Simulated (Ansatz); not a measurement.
CH6GeOSi, SMILES `[GeH3][SiH]1CO1`, relaxed with RKS PBE-D4/def2-SVP in Ansatz from a rough embedded geometry. The force threshold is 0.03 eV/Å; the program also tests the step.

Charge 0, multiplicity 1.

Start:

```xyz
10

Ge   -0.104   -1.676    0.168
Si    0.784    0.370   -0.119
C    -0.452    1.695   -0.343
O    -0.027    1.528    0.889
H    -0.064   -2.097    1.701
H    -1.565   -1.767   -0.332
H     0.742   -2.760   -0.638
H     2.258    0.628    0.043
H    -0.069    2.676   -0.785
H    -1.504    1.403   -0.581
```

```
        step  energy (eV)  largest force (eV/Å)  largest move (Å)
           1  -67548.0563                 3.655             0.000
           2  -67548.5031                 1.603             0.194
           3  -67548.5705                 0.587             0.071
           4  -67548.5850                 0.436             0.046
5 (rejected)  -67548.5799                 0.853             0.099
           6  -67548.5940                 0.092             0.049
           7  -67548.5959                 0.040             0.042
           8  -67548.5970                 0.061             0.063
           9  -67548.5972                 0.052             0.076
          10  -67548.5982                 0.054             0.025
          11  -67548.5986                 0.030             0.020
```

End:

```xyz
10

Ge   -0.078   -1.816    0.234
Si    0.714    0.419    0.065
C    -0.403    1.788   -0.472
O    -0.220    1.565    0.957
H     0.160   -2.382    1.658
H    -1.599   -1.815   -0.061
H     0.639   -2.735   -0.789
H     2.197    0.653    0.098
H     0.015    2.745   -0.844
H    -1.425    1.578   -0.846
```

Run time 13 s (4 threads of an Intel Xeon on a shared host); peak host memory 0.18 GiB.
